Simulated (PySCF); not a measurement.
# Dipole response of W (tungsten, neutral)

[Xe] 4f14 5d4 6s2, high-spin 5D determinant. Computed with PySCF 2.14 in def2-SVPD with the def2 core potential (60 electrons), with scalar relativity through the core potential. Coupled (time-dependent) response in atomic units; α is the mean over directions. A double-zeta set is small for polarisabilities.

| method | mean α (bohr³) | α xx, yy, zz | C₆ (like pair) | S(−4) |
| --- | --- | --- | --- | --- |
| UHF | 94.73 | 100.4, 100.4, 83.46 | 1128 | 6434 |
| PBE | 68.47 | 70.96, 70.96, 63.48 | 761.4 | 1976 |
| PBE0 | 72.10 | 74.86, 74.86, 66.58 | 820.4 | 2227 |
| PW91 | 67.76 | 70.28, 70.28, 62.74 | 750.2 | 1935 |
| M06-2X | 76.78 | 79.91, 79.91, 70.52 | 867.2 | 3040 |

S(−4) is the Cauchy moment in α(ω) = α(0) + S(−4) ω² + …

Reference α: 68 ± 15 bohr³ (recommended; Schwerdtfeger and Nagle, table of static dipole polarizabilities (2023 update)). Published C₆: 757.0 (Gould and Bucko (2016)).

Spin-orbit coupling is absent.

Hartree-Fock lies above the reference because it lacks correlation, which contracts the outer shell.

α(iu) at PBE:

```
u (hartree)  α(iu) (bohr³)
          0          68.47
     0.0500          63.95
      0.100          53.94
      0.200          34.81
      0.300          23.27
      0.500          12.97
      0.750          8.173
       1.00          5.916
       1.50          3.653
       2.00          2.487
       3.00          1.341
       5.00         0.5515
```

The components differ because the open shell of this determinant is not spherical; for a pure term their mean is the scalar polarisability.

Energies and moments cover only the electrons outside the core potential. Spin-orbit coupling, absent here, splits the open shell strongly.
